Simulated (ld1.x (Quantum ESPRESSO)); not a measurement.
# What one change does to a pseudopotential (carbon (C), ultrasoft)

```
Element                 : carbon (C)
Generator               : ld1.x (Quantum ESPRESSO) 7.5
Type                    : ultrasoft
Functional              : PBE
Relativity              : non-relativistic
Frozen core             : [He]
Valence charge          : 4
Reference configuration : 2s2 2p1 (charge +1)
Partial waves           : 2s (bound): rcut 1.25, rcutus 1.35 bohr; 2s channel at 1.65 Ry: rcut 1.25, rcutus 1.35 bohr; 2p (bound): rcut 1.25, rcutus 1.45 bohr; 2p channel at 0.05 Ry: rcut 1.25, rcutus 1.45 bohr; 3d channel at 0.3 Ry: rcut 1.05, rcutus 1.30 bohr; 3d channel at 2.25 Ry: rcut 1.05, rcutus 1.30 bohr
Local potential         : all-electron potential smoothed inside 1.15 bohr (lloc = -2)
Core correction         : none
Augmentation charge     : PSQ, inside the norm-conserving radii
```

All-electron outer shells of the reference configuration (PBE, non-relativistic, ld1.x):

```tsv
shell	level (eV)	outermost node (bohr)	outermost maximum (bohr)
2s	-25.74	0.38	1.17
2p	-17.01	–	1.11
```

Change: core correction a·sin(br)/r model core inside 0.52 bohr.

Cutoffs: the cutoffs (Ry, on a coarse ladder) from which the occupation-weighted sum of valence levels, in a spherical-Bessel basis at the reference potential, stays within 10 and 1 mRy of its value at 400 Ry; they do not see the model core or the augmentation charge, which bear on the density cutoff. Errors are all-electron minus pseudo energies relative to the spin-unpolarised reference configuration.

Question: How do hardness, ghosts and transferability respond?

Answer: The potential gets neither clearly harder nor softer (25 Ry and 35 Ry → 25 Ry and 35 Ry); of the 7 tests that both files solve, the error grows in 2 and shrinks in 2 by more than 15 % and 0.3 meV (median size 5.2 → 7.0 meV); neither file shows a bound ghost. A model core, the more so a compact one, raises the density cutoff, which this test does not measure.

```csv
quantity,base,changed
"cutoff, loose",25 Ry,25 Ry
"cutoff, tight",35 Ry,35 Ry
bound ghosts,none,none
"error for 2s2 2p2, meV [ΔE -10.87 eV]",+4.1,-5.2
"error for 2s2 2p0, meV [ΔE 24.16 eV]",+46,-16
"error for 2s1 2p0, meV [ΔE 72.33 eV]",+153,-12
"error for 2s2 2p2.3, meV [ΔE -12.02 eV]",+4.8,-7.0
"error for 2s1 2p3, meV [ΔE -2.40 eV]",+17,-16
"error for 2s2 2p1.5, meV [ΔE -6.90 eV]",+1.9,-1.8
"error for 2s1 2p2, meV [ΔE 8.74 eV]",+5.2,-5.5
s: phases at 1.59 bohr within 0.05 rad from the reference energy up to (Ry; the scan ends near 5),to the end of the scan,to the end of the scan
p: phases at 1.59 bohr within 0.05 rad from the reference energy up to (Ry; the scan ends near 5),to the end of the scan,to the end of the scan
d: phases at 1.59 bohr within 0.05 rad from the reference energy up to (Ry; the scan ends near 5),to the end of the scan,to the end of the scan
lowest overlap eigenvalue by channel,"s 0.56, p 0.97, d 0.97","s 0.56, p 0.97, d 0.97"
```
